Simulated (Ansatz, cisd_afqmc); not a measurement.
Species: C$_{2}$H$_{3}$ClF$_{2}$, charge 0, singlet. C2H3ClF2 (1-chloro-1,1-difluoroethane, SMILES CC(F)(F)Cl).
B3LYP-D3(BJ)/def2-TZVP minimum from Ansatz (an electronic-structure program):
```
C
F 1 1.3523
F 1 1.3523 2 106.75
C 1 1.5033 2 111.02 3 -121.13
H 4 1.0875 1 109.73 2 -60.46
H 4 1.0875 5 109.61 1 120.56
H 4 1.0903 5 109.72 6 120.54
Cl 1 1.7983 2 107.81 3 115.61
```
Charge 0, spin multiplicity 1.

Total energies in cc-pV(T+d)Z, 32 correlated electrons, 9 frozen orbitals. Radicals and triplets start from unrestricted determinants; spin-orbit coupling is neglected. Correlated methods leave the cores frozen. No relativity. The Monte Carlo rows (phaseless AFQMC, CISD trial, step 0.005/hartree) carry one-sigma bars that omit the constraint's bias. Outlying blocks are dropped, and bars are widened where a walk drifts. Over all cases where full CI ran beside it in this data, AFQMC minus full CI had a median of +0.1 mEh and passed +0.4 mEh in a tenth of the cases.

```tsv
method	program	energy (Eh)	minus AFQMC/CISD (mEh)
HF	Ansatz	-735.99068	1100.0 ± 0.4
MP2	Ansatz	-737.01959	71.1 ± 0.4
CCSD	Ansatz	-737.04917	41.5 ± 0.4
CCSD(T)	Ansatz	-737.08825	2.5 ± 0.4
AFQMC/CISD	cisd_afqmc	-737.0907 ± 0.0004	0.0
```
